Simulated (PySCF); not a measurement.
**LiZn: energy against distance**

Set-up: Li def2-SVPD, Zn def2-SVPD; no relativity (PySCF 2.14). Energies in eV from Li + Zn in their ground configurations at the same level. State: ²Σ⁺ (doublet), unpaired electrons σ ↑.

All columns are PBE0. A positive dipole means Li(−)Zn(+).

| R (Å) | E (eV) | μ (D) | Mulliken charge on Li (basis-dependent) | HOMO (eV) | LUMO (eV) | Mayer bond order | ⟨S²⟩ |
| --- | --- | --- | --- | --- | --- | --- | --- |
| 2.491 | -0.146 | -0.16 | -0.07 | -3.38 | -1.43 | 0.83 | 0.76 |
| 2.607 | -0.206 | -0.22 | -0.06 | -3.42 | -1.40 | 0.77 | 0.76 |
| 2.723 | -0.237 | -0.25 | -0.05 | -3.45 | -1.44 | 0.71 | 0.76 |
| 2.810 | -0.248 | -0.27 | -0.04 | -3.48 | -1.47 | 0.66 | 0.76 |
| 2.897 | -0.250 | -0.28 | -0.03 | -3.50 | -1.49 | 0.61 | 0.76 |
| 2.984 | -0.247 | -0.28 | -0.02 | -3.52 | -1.51 | 0.57 | 0.76 |
| 3.100 | -0.236 | -0.28 | -0.01 | -3.55 | -1.53 | 0.51 | 0.75 |
| 3.245 | -0.216 | -0.28 | 0.00 | -3.59 | -1.55 | 0.44 | 0.75 |
| 3.418 | -0.187 | -0.28 | 0.01 | -3.62 | -1.55 | 0.37 | 0.75 |
| 3.650 | -0.149 | -0.27 | 0.02 | -3.66 | -1.55 | 0.28 | 0.75 |

A fit through these points gives, at Re = 2.885 Å, μ = -0.28 D and dμ/dR = -0.0854 D/Å; the reduced mass is 6.322 u.

Question: How strong is the fundamental in the double-harmonic approximation, I = 42.26·(dμ/dR)²/μred km/mol?

Answer: I = 42.26·(-0.0854)²/6.322 = 0.0488 km/mol at PBE0.

The bond is weak. Basis-set superposition, not corrected here, can be much of De in a small basis, most of all at correlated wavefunction levels. Functionals without a dispersion term scatter widely for such bonds, and LDA overbinds them. The state is the lowest determinant that a PBE0 search found; another state may lie lower at other levels.
